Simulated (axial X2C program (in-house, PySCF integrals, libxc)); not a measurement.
What spin–orbit coupling does to YS⁻

All values were computed with an in-house all-electron X2C program for linear molecules (integrals from PySCF). Spin-free means the one-electron spin-free X2C Hamiltonian; two-component (2c) means X2C with spin–orbit coupling and atomic mean-field two-electron Coulomb and Gaunt terms, so the difference of the two also holds small scalar two-electron terms. Basis: Y dyall-acv3z [12s13p10d6f3g], S dyall-av3z [9s8p3d2f] (cores contracted in-house); Gaussian nuclei, density fitting, unrestricted open shells. Masses: Y 88.906 u, S 31.972 u.

Spin-free state: M_S = 0, Λ = 0 (closed shell); fragments Y + S-.

```
  level  Re (Å)  ωe (cm⁻¹)  De (eV)  μ (D)
   PBE0   2.325      453.3    4.976  -2.03
     HF   2.373      445.6    3.622  -2.46
    MP2   2.375      433.7    5.131    n/a
   CCSD   2.381      433.9    4.847    n/a
CCSD(T)   2.386      427.6    5.022    n/a
   BLYP   2.358      424.0    4.757  -2.26
```

Correlated methods: 10 electrons correlated (number of frozen shells: Y 4 s, 3 p, 1 d; S 2 s, 1 p), 326 virtual spin orbitals or spinors in MP2, 88 natural virtuals in coupled cluster.

Dipoles are positive if S is the positive end and refer to the centre of mass.

Two-component determinant lowest at the distance of the search:

Ω = 0 (closed shell); fragments Y + S-.

```json
{"level": "PBE0", "Re (Å)": "2.325", "ωe (cm⁻¹)": "453.4", "μ (D)": "-2.02"}
{"level": "HF", "Re (Å)": "2.372", "ωe (cm⁻¹)": "445.7", "μ (D)": "-2.46"}
{"level": "MP2", "Re (Å)": "2.375", "ωe (cm⁻¹)": "433.8", "μ (D)": "n/a"}
{"level": "CCSD", "Re (Å)": "2.381", "ωe (cm⁻¹)": "433.9", "μ (D)": "n/a"}
{"level": "CCSD(T)", "Re (Å)": "2.386", "ωe (cm⁻¹)": "427.7", "μ (D)": "n/a"}
{"level": "BLYP", "Re (Å)": "2.358", "ωe (cm⁻¹)": "424.1", "μ (D)": "-2.25"}
```

Problem. From the two tables, how do the constants change at the CCSD(T) level (2c against spin-free)?

Solution. At the CCSD(T) level Re is unchanged within 0.001 Å and ωe doesn't move by more than 0.2 cm⁻¹.

One determinant describes the state; a PBE0 search over occupations chose it and may have missed a lower one. The closed shell is kept restricted, so the energy runs too high when the bond is stretched far. De is counted from the lowest determinant-based energies of the atoms at the same level, without counterpoise correction. De is not given where an atomic determinant may have missed its ground term or J level, or where the truncated virtual space spoils (T). Coupled cluster ran in a truncated set of natural virtual spinors; the MP2 energy of the rest was added. (T) has no such correction and the atoms are truncated less, which lowers De at CCSD(T) by a hundredth of an eV or more. The functionals have no current-density term, which raises determinants with orbital currents, atoms included. The outer-core s and p shells of the metal are frozen in the correlated rows, which leaves out core–valence correlation; for alkali and alkaline-earth bonds that tends to lengthen them. The highest occupied level of some functionals is positive through self-interaction error; at Hartree–Fock it is bound. With the outer-core shells frozen, correlated bond lengths of heavy atoms tend to come out a few hundredths of an ångström too long. Hartree–Fock gets electron affinities wrong, so its lowest charge split need not be the true one.
